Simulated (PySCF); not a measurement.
Compound: WF6 (singlet state).
Structure used (PBE0-D3(BJ)/def2-SVP), in Å, numbered top down from 1:
```xyz
7
WF6 angstrom
W     -0.0001   -0.0002   -0.0001
F     -0.0119   -0.0050    1.8386
F      0.0118    0.0055   -1.8389
F      1.8387    0.0044    0.0120
F     -1.8388   -0.0043   -0.0121
F     -0.0027    1.8386    0.0076
F      0.0030   -1.8390   -0.0071
```

Computed with PySCF, PBE0-D3(BJ)/def2-SVP geometry optimisation, gas phase, def2 core potentials past Kr.

Problem. Which atoms are bound to W1, and at what distances?

Solution. 6 atoms: F6 1.839 Å, F5 1.839 Å, F7 1.839 Å, F4 1.839 Å, F3 1.839 Å, F2 1.839 Å.

Problem. List the angles at W1.

Solution. 
```csv
angle,degrees,distance of the outer atoms (Å)
F4–W1–F5,180.0,3.68
F2–W1–F3,180.0,3.68
F6–W1–F7,180.0,3.68
F2–W1–F7,90.1,2.60
F3–W1–F6,90.1,2.60
F4–W1–F7,90.1,2.60
F5–W1–F6,90.0,2.60
F3–W1–F4,90.0,2.60
F2–W1–F5,90.0,2.60
F3–W1–F5,90.0,2.60
F2–W1–F4,90.0,2.60
F5–W1–F7,90.0,2.60
F3–W1–F7,90.0,2.60
F4–W1–F6,89.9,2.60
F2–W1–F6,89.9,2.60
```

Problem. What is the shape at W1?

Solution. Octahedral: the three widest angles are 180.0°, 180.0° and 180.0°, the others run from 89.9° to 90.1°.

Problem. What are the rotational constants (commonest isotopes, rigid rotor)?

Solution. A = 1968, B = 1967, C = 1965 MHz: a spherical top.

Point group: Oh (tolerance 0.08 Å). Charge 0, singlet. Not checked by PBE0-D3(BJ)/def2-SVP frequencies.
